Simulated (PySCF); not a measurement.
A calculated (B97-3, PySCF 2.14, x2c-QZVPPall with one added diffuse shell each of s, p, d, f, g type, scalar relativity by spin-free X2C-1e) atom or ion has these occupied shells.

```json
{"shell": "1s β", "electrons": "1", "orbital energy (eV)": "-24227.7", "rms radius, mean of both spins (bohr)": "0.0365"}
{"shell": "1s α", "electrons": "1", "orbital energy (eV)": "-24227.7", "rms radius, mean of both spins (bohr)": "0.0365"}
{"shell": "2s α", "electrons": "1", "orbital energy (eV)": "-3571.2", "rms radius, mean of both spins (bohr)": "0.150"}
{"shell": "2s β", "electrons": "1", "orbital energy (eV)": "-3571.0", "rms radius, mean of both spins (bohr)": "0.150"}
{"shell": "2p α", "electrons": "3", "orbital energy (eV)": "-3202.1", "rms radius, mean of both spins (bohr)": "0.133"}
{"shell": "2p β", "electrons": "3", "orbital energy (eV)": "-3201.9", "rms radius, mean of both spins (bohr)": "0.133"}
{"shell": "3s α", "electrons": "1", "orbital energy (eV)": "-663.12", "rms radius, mean of both spins (bohr)": "0.405"}
{"shell": "3s β", "electrons": "1", "orbital energy (eV)": "-663.00", "rms radius, mean of both spins (bohr)": "0.405"}
{"shell": "3p α", "electrons": "3", "orbital energy (eV)": "-540.85", "rms radius, mean of both spins (bohr)": "0.407"}
{"shell": "3p β", "electrons": "3", "orbital energy (eV)": "-540.71", "rms radius, mean of both spins (bohr)": "0.407"}
{"shell": "3d α", "electrons": "5", "orbital energy (eV)": "-346.50", "rms radius, mean of both spins (bohr)": "0.390"}
{"shell": "3d β", "electrons": "5", "orbital energy (eV)": "-346.26", "rms radius, mean of both spins (bohr)": "0.390"}
{"shell": "4s α", "electrons": "1", "orbital energy (eV)": "-102.59", "rms radius, mean of both spins (bohr)": "1.01"}
{"shell": "4s β", "electrons": "1", "orbital energy (eV)": "-101.66", "rms radius, mean of both spins (bohr)": "1.01"}
{"shell": "4p α", "electrons": "3", "orbital energy (eV)": "-67.095", "rms radius, mean of both spins (bohr)": "1.12"}
{"shell": "4p β", "electrons": "3", "orbital energy (eV)": "-66.029", "rms radius, mean of both spins (bohr)": "1.12"}
{"shell": "4d α", "electrons": "5", "orbital energy (eV)": "-16.739", "rms radius, mean of both spins (bohr)": "1.60"}
{"shell": "4d β", "electrons": "4", "orbital energy (eV)": "-16.047", "rms radius, mean of both spins (bohr)": "1.60"}
```

(1) Name the element and its charge.

Answers

(1) Pd⁺ (palladium, charge +1), in [Kr] 4d9, 2D determinant.
